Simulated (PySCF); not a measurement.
Multinuclear NMR of C₄H₆F₄O

Atoms are numbered as in `[CH3:1][O:2][C@:3]([CH3:4])([F:5])[C:6]([F:7])([F:8])[F:9]` (H(Xn): hydrogen on atom n).

Averaged over atoms made equivalent by symmetry, fast rotation or ring inversion, no relativistic terms, no solvent model, a single conformation. GIAO PBE0/pcSseg-1 shieldings; structure optimised with GFN2-xTB; PySCF 2.14.

(1) Where does $^{19}$F resonate?

(2) What are the $^{17}$O shifts?

Answers

(1) 
| atoms | environment | σ (ppm) | δ (ppm) |
| --- | --- | --- | --- |
| F7/F8/F9 | fluorine of a CF3 group | 263.6 | -77.2 |
| F5 | fluorine on an sp3 carbon | 328.0 | -135.4 |

Shieldings were converted by a linear fit to measured shifts: $^{19}$F: δ = 146.13 − 0.903σ +14.6 on sp3 carbon (rms 6.0 ppm, 223 shifts, 7.0 ppm with the 5 outliers that the fit left out vs CFCl3, solution or neat liquid). A few per cent of atoms miss by over 2 rms, more outside the fitted compound classes.

On a 300 MHz spectrometer $^{19}$F resonates near 282.3 MHz, so 1 ppm is 282.3 Hz.

(2) 
```json
{"atoms": "O2", "environment": "ether oxygen", "σ (ppm)": "259.7", "δ (ppm)": "30.2"}
```

Shieldings were converted by a linear fit to measured shifts: $^{17}$O (scatter 10.7 ppm rms, 12.2 ppm with the 3 outliers that the fit left out vs liquid water, solution or neat liquid). Occasional misses reach two or three times the rms, and more in compound classes unlike the fitted ones.

On a 500 MHz spectrometer $^{17}$O resonates near 67.8 MHz, so 1 ppm is 67.8 Hz.
